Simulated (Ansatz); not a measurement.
Abridged output of a molecular run in Ansatz:

```
Functional definition: HF
1359 factors; integrals over basis functions are off by at most 1.2e-3 eV
mean field evaluation 1: about -122476.8397 eV, gradient 2.8e1 eV
mean field evaluation 2: about -122476.9004 eV, gradient 2.8e1 eV
mean field evaluation 4: about -122479.3109 eV, gradient 3.9e0 eV
mean field evaluation 8: about -122479.3634 eV, gradient 2.5e-1 eV
mean field -122479.36387278 eV, -4501.0336028299 hartree, gradient 2.1e-6 eV, S^2 0.000000; 0 other end points of the search recorded, 0 dependent functions left out
21 core orbitals not correlated: weight in the atoms' cores, before any rotation towards them, 1.000 or more for the frozen orbitals, at most 0.000 for the correlated occupied ones
reference -122479.36387278 eV, -4501.0336028299 hartree; 25, 25 occupied and 90, 90 virtual orbitals, 1359 factors
second order -25.24674974 eV of doubles, -0.00000000 eV of singles
cycle   1  -25.12568117 eV  change    1.2e-1 eV  update   1.2e-1
cycle   2  -25.89565043 eV  change   -7.7e-1 eV  update   3.8e-2
cycle   3  -26.03883642 eV  change   -1.4e-1 eV  update   1.9e-2
cycle   4  -26.02642562 eV  change    1.2e-2 eV  update   4.5e-3
cycle   5  -26.02560349 eV  change    8.2e-4 eV  update   2.0e-3
cycle   6  -26.02596347 eV  change   -3.6e-4 eV  update   6.6e-4
cycle   7  -26.02552399 eV  change    4.4e-4 eV  update   2.8e-4
cycle   8  -26.02544427 eV  change    8.0e-5 eV  update   9.7e-5
cycle   9  -26.02549295 eV  change   -4.9e-5 eV  update   4.1e-5
perturbative correction -0.78493807 eV, -0.0288459421 hartree
Total energy: -122506.17430380 eV, -4502.0188679972 hartree
```

Its atoms:

Z-matrix (Å, degrees):
```
C
C 1 1.496
H 1 1.091 2 110.8
H 1 1.094 2 108.3 3 118.2
H 1 1.094 2 112.0 3 -122.3
F 2 1.373 1 109.7 3 178.7
Ga 2 1.993 1 125.5 3 -34.0
Se 2 2.063 1 111.3 3 63.4
H 7 1.558 2 117.4 1 -158.3
H 7 1.563 2 115.5 1 21.1
H 8 1.468 2 94.5 1 -35.1
```

Q: Which basis set was used?
A. cc-pV(Q+d)Z
B. cc-pV(T+d)Z
C. def2-SVP
D. def2-TZVPP

A: C. It gives 136 functions.

Q: Write the keys of the input that set method, charge and spin (a neutral closed shell needs none for the last two).

A: 
```yaml
correlation: {method: ccsd_t}
```
